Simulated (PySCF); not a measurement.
PySCF input for Ga(Cl) cation (ClGa), SMILES [Cl][Ga] (connectivity only; charge and spin as stated), charge +1, multiplicity 2, PBE-D3(BJ)/def2-TZVP. The structure is a stationary point at PBE-D3(BJ)/def2-TZVP. The spin state was assumed, not searched.

```python
import numpy as np
from pyscf import gto, scf, dft, df
from pyscf.hessian import thermo

mol = gto.M(
    atom='''
    Ga    0.00000000    0.00000000   -0.74924242
    Cl    0.00000000    0.00000000    1.36626558
    ''',
    basis='def2-TZVP',
    charge=1,
    spin=1,
    max_memory=1600,
    verbose=3,
)
mf = dft.UKS(mol, xc='pbe').density_fit(auxbasis='def2-universal-jkfit')
mf.disp = 'd3bj'
mf.grids.level = 3
mf.conv_tol = 1e-11
mf.max_cycle = 100
mf.kernel()
fine, coarse = mf.grids, dft.Grids(mol).set(level=1).build(with_non0tab=True)
for _ in range(3):  # follow internal instabilities
    mf.grids = coarse
    mo, _, stable, _ = mf.stability(return_status=True, nroots=4)
    mf.grids = fine
    if stable:
        break
    mf.kernel(mf.make_rdm1(mo, mf.mo_occ))

# [left out here: the lines that compute and print the analytic Hessian (its translational invariance restored by hand, since the grid's response is missing), thermochemistry and intensities]
```

It prints:

```

WARN: HOMO -0.235614772401181 >= LUMO -0.235614772401181


WARN: HOMO -0.472429515389782 >= LUMO -0.472429515389743

converged SCF energy = -2384.29940745249  <S^2> = 0.7526559  2S+1 = 2.0026541
<class 'pyscf.df.df_jk.DFUKS'> wavefunction is stable in the internal stability analysis

WARN: DFTD3 does not support analytical Hessian, using finite difference


WARN: Mole.unit (angstrom) is changed to Bohr

Mode                                 0
Irrep
Freq [cm^-1]                      396.1730
Reduced mass [au]                  42.4900
Force const [Dyne/A]                3.9292
Char temp [K]                     570.0047
Normal mode                   x     y     z
       0  Ga                 0.00  0.00 -0.07
       1  Cl                 0.00  0.00  0.14
temperature 298.1500 [K]
pressure 101325.00 [Pa]
Rotational constants [GHz] inf 4.80507 4.80507
Symmetry number 1
Zero-point energy (ZPE) 0.00090 [Eh]   2369.641 [J/mol]
                           tot       elec      trans        rot        vib
Entropy [J/mol/K]       244.544      5.763    166.809     67.885      4.087
Cv [J/mol/K]             26.972      0.000     12.472      8.314      6.185
Cp [J/mol/K]             35.286      0.000     20.786      8.314      6.185
Internal energy [J/mol]                      3718.434   2478.956   3191.677
Internal energy [Eh]   -2384.29583  -2384.29941
Enthalpy [J/mol]                             6197.391   2478.956   3191.677
Enthalpy [Eh]          -2384.29489
Gibbs free energy [J/mol]                  -43536.744 -17760.820   1973.132
Gibbs free energy [Eh] -2384.32266
mode   freq/cm-1   IR/(km/mol)
   1      396.17        14.410
max |gradient| / (hartree/bohr): 9.689664914629468e-06
APT charges: [ 1.0364 -0.0364]
```

The run converged.

Cost: roughly 40 core-seconds.
